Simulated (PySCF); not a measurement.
Sn(Cl)2 cation (Cl2Sn), SMILES [Cl][Sn][Cl] (connectivity only; charge and spin as stated), charge +1, multiplicity 2.

The structure is a stationary point at PBE0-D3(BJ)/def2-TZVP. The spin state was assumed, not searched. The isomer is the one that the SMILES or the coordinates give; other isomers of the formula were not compared. The def2 effective core potentials stand for the cores of Sn; spin–orbit coupling is left out.

All values below come from PySCF with ωB97X/def2-TZVPD.

Computed frontier levels, dipole moment and polarisability:
| Item | Value |
|---|---|
| α spin, highest occupied and lowest empty level | -16.33 and -6.96 eV |
| β spin, highest occupied and lowest empty level | -17.51 and -9.89 eV |
| dipole moment about the centre of nuclear charge | 1.94 D |
| mean static polarisability | 60.9 bohr³ (9.02 Å³) |
| polarisability, principal values | 41.8, 52.2, 88.6 bohr³ |
| ⟨S²⟩ | 0.761 (pure state 0.75) |
